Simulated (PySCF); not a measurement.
Radial density of Ce (cerium, neutral)

BLYP, [Xe] 4f2 5d1 6s1, one real determinant (an excited configuration). Computed with PySCF 2.14 in ANO-RCC-VTZP (8s7p5d3f2g1h, 104 functions), with scalar relativity by spin-free X2C-1e.

```
r (bohr)  4πr²ρ (e/bohr)  4πr²(ρα − ρβ)
  0.0205           74.67         0.0011
  0.0346           66.51         0.0010
  0.0581           90.90         0.0070
  0.0978           90.59         0.0143
   0.164           76.70         0.0634
   0.277           70.31         0.2984
   0.465           31.62         1.1521
   0.783           27.49         1.5853
    1.32           9.030         1.0638
    2.21           3.671         0.5946
    3.72          0.7030         0.5408
    6.26          0.1673         0.1665
    10.5        0.005039         0.0050
    17.7       2.397e-05         0.0000
```

Densities and radii are taken from the X2C orbitals without a picture-change correction, which distorts them close to the nucleus.

⟨L²⟩ = 30.00 against 56 for a pure K term, so this real determinant mixes terms. Spin-orbit coupling, absent here, splits the open shell strongly. At BLYP the highest occupied level has a positive energy, so only the finite basis holds that electron; for this excited configuration the basis is too tight for the outer shell.
